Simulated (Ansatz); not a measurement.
Cost and result for the atomization energy of C2H7GeNO (`[CH3][GeH]([NH2])[CH]=O`) (12 atoms, 11 bonds).

Cartesian coordinates in Å:
```
C -0.3837 1.3713 -0.9512
Ge 0.0994 0.1824 0.5023
N -1.3837 -0.7718 1.0355
C 1.5672 -1.0319 -0.1555
O 2.1106 -0.8702 -1.2164
H 0.5007 1.8942 -1.3160
H -1.1221 2.0984 -0.6132
H -0.8043 0.7956 -1.7769
H 0.6073 0.9059 1.7664
H -1.7696 -1.3927 0.3381
H -1.2822 -1.2781 1.9034
H 1.8605 -1.9031 0.4834
```

Charge 0, multiplicity 1. Correlated methods include outer-core shells of Ge, which these sets cover unevenly. Scalar relativity is left out up to krypton. The geometry is a stationary point of PBE0-D4/def2-TZVP. It is one conformer, not always the lowest. Program: Ansatz. All runs use 4 threads of an Intel Xeon on a shared host. Times are those of one run each, without the atoms' runs, and a repeat can differ threefold. Electronic energies, without spin–orbit coupling; frozen cores. CCSD(T)/CBS adds CCSD(T) − MP2 in def2-TZVPP to the MP2 limit, and its time is that of the two runs behind it. T1 = 0.013. With those shells the extrapolation isn't a true limit. B3LYP takes the VWN-RPA correlation (the form of Gaussian; ORCA's B3LYP/G).

CCSD(T)/CBS is a level of theory with its own doubt, some kJ/mol a heavy atom from the limit and from the frozen cores, so smaller differences don't rank the functionals.

| level | functions | wall time | atomization (kJ/mol) | difference from CCSD(T)/CBS | per bond |
| --- | --- | --- | --- | --- | --- |
| PBE-D4/def2-TZVPP (with forces) | 270 | 6.5 s | 4443.4 | 90.4 | 8.2 |
| PBE0-D4/def2-TZVPP | 270 | 8.6 s | 4341.3 | -11.7 | -1.1 |
| r2SCAN-D4/def2-TZVPP (with forces) | 270 | 11 s | 4345.5 | -7.5 | -0.7 |
| B3LYP-D4/def2-TZVPP (with forces) | 270 | 13 s | 4344.8 | -8.2 | -0.7 |
| B2PLYP/def2-TZVPP | 270 | 15 s | 4302.4 | -50.6 | -4.6 |
| ωB97X-V/def2-TZVPP | 270 | 17 s | 4362.9 | 9.9 | 0.9 |
| ωB97M-V/def2-TZVPP (with forces) | 270 | 25 s | 4348.5 | -4.5 | -0.4 |
| MP2/def2-QZVPP | 527 | 72 s | 4367.6 | 14.6 | 1.3 |
| CCSD(T)/def2-TZVPP | 270 | 7 min | 4244.1 | -108.9 | -9.9 |
| CCSD(T)/CBS(def2) | – | 8.2 min | 4353.0 | 0.0 | 0.0 |

The D4 term adds +36.5 kJ/mol with B3LYP and +19.4 kJ/mol with PBE0; it sums over pairs of atoms, weighted by their polarisabilities, and B3LYP, whose exchange is more repulsive, gets the larger term. In def2-TZVPP, CCSD(T) changes the Hartree–Fock value by +1219.8 kJ/mol (the triples alone add +73.3 kJ/mol) and MP2 by +1279.4 kJ/mol; breaking electron pairs costs correlation energy, which Hartree–Fock lacks. From PBE to PBE0 (25 % exact exchange), in def2-TZVPP and without D4, the atomization energy moves by −98.7 kJ/mol: exact exchange takes away binding that semilocal exchange gives to molecules.
